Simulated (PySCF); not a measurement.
**MgPb⁺: frontier orbitals**

r²SCAN at R = 3.028 Å; Mg def2-SVP, Pb def2-SVP with ECP60; scalar-relativistic core potentials (PySCF 2.14). State: ²Π (doublet), unpaired electrons π ↑. Only the outer orbitals are listed, counted within each symmetry, core potentials removing the inner ones.

```csv
spin,orbital,occ.,ε (eV),on Mg (%),main shells (%)
α,1δ,1,-27.29,0,100 Pb d
α,3π,1,-27.24,0,100 Pb d
α,1δ,1,-27.15,0,100 Pb d
α,3π,1,-26.93,0,100 Pb d
α,6σ,1,-26.93,0,100 Pb d
α,7σ,1,-17.84,4,96 Pb s
α,8σ,1,-10.56,60,"57 Mg s, 37 Pb p"
α,4π,1,-9.01,9,91 Pb p
α,4π,0,-8.48,11,"89 Pb p, 8 Mg p"
α,9σ,0,-7.74,63,"42 Mg s, 37 Pb p, 20 Mg p"
α,5π,0,-5.36,91,92 Mg p
β,1δ,1,-27.26,0,100 Pb d
β,3π,1,-27.21,0,100 Pb d
β,1δ,1,-27.02,0,100 Pb d
β,3π,1,-26.78,0,100 Pb d
β,6σ,1,-26.78,0,100 Pb d
β,7σ,1,-17.02,6,94 Pb s
β,8σ,1,-10.44,76,"75 Mg s, 22 Pb p"
β,4π,0,-8.00,15,"84 Pb p, 13 Mg p"
β,9σ,0,-7.77,54,"46 Pb p, 33 Mg p, 20 Mg s"
β,4π,0,-7.15,25,"75 Pb p, 22 Mg p"
```

Task: Which are the highest filled and the lowest empty level, where do they sit, and how wide is the gap?

Result: Highest filled α 4π at -9.01 eV (in %: 91 Pb p); lowest empty α 4π at -8.48 eV (in %: 89 Pb p, 8 Mg p); the gap at r²SCAN is 0.53 eV. Both belong to one degenerate shell, split only by its one-sided filling, so this is no excitation gap.

```
bond order (Mayer)                                                                                                 : 1.03
⟨S²⟩                                                                                                               : 0.793
charge on Mg (Mulliken, basis-dependent)                                                                           : 0.45
charge on Mg (Löwdin, basis-dependent)                                                                             : 0.43
dipole moment (positive dipole points towards Pb; it is taken about the centre of mass and depends on that origin) : -7.51 D
```

Spin–orbit coupling is left out, which matters for elements this heavy, above all for dissociation energies. The state is the lowest determinant that a PBE0 search found; another state may lie lower at other levels.
